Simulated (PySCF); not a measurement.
**N⁺ (nitrogen, charge +1): UHF calculation**

Configuration: [He] 2s1 2p3, high-spin 5S determinant (an excited configuration). Calculation: PySCF 2.14, in aug-cc-pVQZ-DK (6s5p4d3f2g, 80 functions); scalar relativity by spin-free X2C-1e.

```json
{
  "Total energy": "-53.774881 hartree",
  "One-electron energy": "-69.8663 hartree",
  "Hartree (Coulomb) energy": "22.5574 hartree",
  "Exchange energy": "-6.4659 hartree",
  "⟨S²⟩": "6.0000",
  "⟨L²⟩": "0.000",
  "Sum of ⟨r⟩": "5.377 bohr",
  "Sum of ⟨r²⟩": "7.584 bohr²",
  "Langevin diamagnetic susceptibility": "-6.01 ×10⁻⁶ cm³/mol"
}
```

```csv
shell,electrons,mean orbital energy (hartree),"rms radius, mean of both spins (bohr)"
1s α,1,-16.31580,0.265
1s β,1,-16.13628,0.265
2s α,1,-1.75905,1.32
2p α,3,-1.15743,1.38
```

Spin-orbit constants ζ (cm⁻¹) from the X2C one-electron operator on these orbitals: bare nucleus, nucleus screened by l(l+1)(2l+1)/3 electrons, and screened by the Breit-Pauli mean field of the electrons.

```json
{"shell": "2p", "bare": "153.9", "screened nucleus": "109.9", "mean field": "92.56"}
```
